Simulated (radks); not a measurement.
Results of a calculation; reference values are marked as such.
Neutral arsenic inside a hard spherical wall (all orbitals vanish at R), configuration held at [Ar] 3d10 4s2 4p3 and not refilled when levels cross. Level of theory: non-relativistic Kohn-Sham, PBE, spin-unpolarised, spherical densities, point nucleus (a radial shooting solver on a logarithmic mesh with Libxc functionals). Eigenvalues in eV, with the zero of energy where the potential of the charges vanishes at infinity; a dash marks a level that is unbound or too diffuse for the functional's potential to be trusted. A positive occupied level is held by the wall or, in an anion where self-interaction has pushed it up, behind a barrier. The pressure on the wall is -dE/dV.

| R (bohr) | E (hartree) | kinetic (hartree) | e(3p) | e(3d) | e(4s) | e(4p) | e(5s, empty) | e(5p, empty) | pressure (GPa) |
|---|---|---|---|---|---|---|---|---|---|
| free | -2235.46956 | 2234.067 | -132.27 | -41.726 | -14.054 | -5.231 | - | - | 0 |
| 20 | -2235.46956 | 2234.067 | -132.27 | -41.726 | -14.054 | -5.231 | - | - | < 0.0001 |
| 15 | -2235.46956 | 2234.067 | -132.27 | -41.725 | -14.054 | -5.231 | -0.384 | 0.634 | < 0.0001 |
| 12 | -2235.46955 | 2234.067 | -132.27 | -41.723 | -14.052 | -5.230 | -0.200 | 1.131 | 0.000301 |
| 10 | -2235.46938 | 2234.069 | -132.25 | -41.706 | -14.037 | -5.216 | 0.191 | 1.951 | 0.00515 |
| 8 | -2235.46748 | 2234.085 | -132.12 | -41.573 | -13.932 | -5.110 | 1.362 | 3.990 | 0.0932 |
| 7 | -2235.46247 | 2234.120 | -131.87 | -41.328 | -13.743 | -4.911 | 2.764 | 6.156 | 0.417 |
| 2.5 | -2231.81729 | 2246.633 | -106.38 | -16.346 | 14.959 | 30.087 | 123.51 | 139.42 | 2440 |
| 2 | -2225.90680 | 2264.476 | -87.249 | 2.955 | 50.627 | 70.466 | 239.87 | 257.90 | 11700 |
